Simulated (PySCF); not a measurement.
## From computed data to an observable: refractive index and permittivity of the vapour

(3Z)-4-fluoropenta-1,3-diene (C₅H₇F), SMILES F/C(=C\C=C)C.

Geometry: PBE0-D3(BJ)/def2-SVP. The values are those of a single conformer.

ωB97X/def2-TZVP (PySCF) gives a mean static polarisability of 67.5 bohr³ and a dipole moment of 1.56 D. Take an ideal gas at 298.15 K and 0.1 bar, whether or not the substance is that volatile.

Work out n − 1 in the optical limit and the static ε − 1.


Polarisability volume α' = 67.5 × 0.148185 = 10.00 Å³. Number density N = p/kT = 2.43e-6 Å⁻³.
Dilute limit of Lorentz–Lorenz: n − 1 = 2π N α' = 0.00015.
Orientation term of Debye: μ²/(3kT) = 8.098 Å³ × μ²(D²) = 19.71 Å³.
ε − 1 = 4π N (α' + μ²/3kT) = 0.00091. Orientation of the dipole supplies 66 % of the static response; it can't follow optical fields. Vibrational polarisation and dispersion are left out.
